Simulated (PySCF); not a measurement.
## Stretching RbC

Set-up: basis Rb def2-TZVPP with ECP28, C def2-TZVPP; scalar-relativistic core potentials; PySCF 2.14. Energies in eV from Rb + C in their ground configurations at the same level. All curves are PBE0. state 1: ⁴Σ⁻ (quartet), unpaired electrons σ ↑, π ↑↑; state 2: Ms = 0.5 determinant of mixed spin (⟨S²⟩ near 1.8), unpaired electrons σ ↓, π ↑↑, a second solution, started from another occupation; state 3: Ms = 0.5 determinant of mixed spin (⟨S²⟩ near 1.8), unpaired electrons σ ↑, π ↑↓, a mixture of terms (⟨Lz²⟩ = 2.0), a second solution, started from another occupation; state 4: ²Π (doublet), unpaired electrons π ↑, a second solution, started from another occupation.

| R (Å) | state 1 | state 2 | state 3 | state 4 |
| --- | --- | --- | --- | --- |
| 2.330 | -1.674 | -0.989 | -0.993 | 0.5262 |
| 2.438 | -1.904 | -1.219 | -1.224 | 0.1070 |
| 2.546 | -2.031 | -1.348 | -1.352 | -0.1773 |
| 2.628 | -2.074 | -1.397 | -1.398 | -0.3236 |
| 2.709 | -2.086 | -1.415 | -1.411 | -0.4261 |
| 2.790 | -2.072 | -1.409 | -1.401 | -0.4944 |
| 2.899 | -2.027 | -1.375 | -1.359 | -0.5450 |
| 3.034 | -1.939 | -1.305 | -1.277 | -0.5627 |
| 3.197 | -1.810 | -1.199 | -1.155 | -0.5425 |
| 3.413 | -1.622 | -1.050 | -0.978 | -0.4808 |

Question: Put a parabola through the three lowest points of the state 1 curve and estimate Re, k and ωe (reduced mass 10.51 u; 1 eV/Å² = 0.16022 mdyn/Å; ωe = 1302.8·√(k/μ) cm⁻¹).

Answer: Through R = 2.628, 2.709, 2.79 Å the second-order coefficient is 1.98 eV/Å², so Re ≈ 2.706 Å, k ≈ 0.635 mdyn/Å and ωe ≈ 320 cm⁻¹. A polynomial fit of higher order to the unrounded PBE0 energies gives Re = 2.702 Å, k = 0.612 mdyn/Å, ωe = 314 cm⁻¹; anharmonicity and rounding make the difference.

The higher-order fit for each curve: state 1: Re = 2.702 Å, ωe = 314 cm⁻¹, De = 2.09 eV; state 2: Re = 2.727 Å, ωe = 293 cm⁻¹, minimum 1.42 eV below the ground-state fragments; state 3: Re = 2.711 Å, ωe = 308 cm⁻¹, minimum 1.41 eV below the ground-state fragments; state 4: Re = 3.029 Å, ωe = 214 cm⁻¹, minimum 0.56 eV below the ground-state fragments.

⟨S²⟩ is raised (RbC 1.01), so spin contamination touches these numbers. ⟨S²⟩ of the unrestricted solution departs from its pure value on part of the curve, where spin states mix. Spin–orbit coupling is left out. The state is the lowest determinant that a PBE0 search found; another state may lie lower at other levels.
